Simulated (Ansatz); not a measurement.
LiPt3. The state is a quartet with charge 0. Geometry PBE-D4/def2-TZVP; atoms count from 1.

Cartesian coordinates in Å:
```
Li -0.767 -0.193 -1.318
Pt 0.718 1.358 -0.021
Pt 1.062 -1.139 0.147
Pt -1.013 -0.026 1.192
```

In the def2 sets Pt takes a core potential; there is no spin–orbit coupling. At PBE0-D4/def2-TZVP a doublet of charge 0 lies 0.83 eV below the quartet, each at its own geometry. The structure comes from a short search, and lower isomers may exist.

**Question.** Estimate the Mulliken populations from the PBE0/def2-TZVP orbitals of Ansatz.

**Answer.** 
```tsv
atom	charge (e)	spin (α − β)	d electrons
Li1	0.58	0.00	–
Pt2	-0.20	1.08	8.93
Pt3	-0.14	0.46	9.20
Pt4	-0.24	1.45	8.80
```
Mulliken values depend strongly on the basis.

**Question.** Where does the spin sit?

**Answer.** Summed by element: Li 0.00, Pt 3.00, of 3 unpaired in all. Largest on single atoms: Pt4 1.45, Pt2 1.08, Pt3 0.46.

**Question.** And the Mayer bond orders between heavy atoms (over 0.3)?

**Answer.** Pt2–Pt3 0.85 (2.53 Å); Pt2–Pt4 1.06 (2.53 Å); Pt3–Pt4 0.65 (2.58 Å).
